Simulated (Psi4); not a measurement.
Psi4 was given this input:
```
memory 2 GB

molecule mol {
1 2
  Si    0.017702   -0.010163    0.302550
  Cl   -1.275265   -1.481677   -0.093886
  Cl   -0.655725    1.843955   -0.018427
  Cl    1.910245   -0.350367   -0.242264
  H     0.126640   -0.072705    2.164483
}

set basis 3-21g
set reference uhf
set stability_analysis follow
set scf_type pk

energy('scf')
print_variables()
```

Problem. What does this run give for the total energy, nuclear repulsion energy, number of basis functions?

Solution. 
```yaml
total_energy: -1659.521016 Ha
nuclear_repulsion_energy: 337.5828 Eh
number_of_basis_functions: 54
```

These values belong to the state on which the SCF converged, which isn't shown to be the lowest.
